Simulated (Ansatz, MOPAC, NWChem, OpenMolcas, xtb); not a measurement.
GeH2O2 (SMILES [OH][Ge][OH]): the highest harmonic wavenumber at each level's own minimum, rung by rung

The runs start from one conformer, not always the lowest.

GeH2O2, singlet, SMILES `[OH][Ge][OH]`. Each level relaxes the structure for itself.

Quantity: the highest harmonic wavenumber at each level's own minimum, in cm⁻¹. The values are calculated.

```
                             level            kind     program  value (cm⁻¹)
                               AM1  semi-empirical       MOPAC          3574
                               PM3  semi-empirical       MOPAC          4009
                          GFN2-xTB  semi-empirical         xtb          3643
                          GFN1-xTB  semi-empirical         xtb          3720
                          HF/3-21G    Hartree–Fock      NWChem          3970
   HF/6-31G* (Cartesian functions)    Hartree–Fock  OpenMolcas          4105
                        HF/cc-pVTZ    Hartree–Fock  OpenMolcas          4170
B3LYP/6-31G* (spherical functions)   global hybrid      NWChem          3732
                 PBE0-D4/def2-TZVP   global hybrid      Ansatz          3866
```

All-electron rows without a relativistic Hamiltonian named are non-relativistic. Harmonic and unscaled. The values span 3574 to 4170 cm⁻¹.
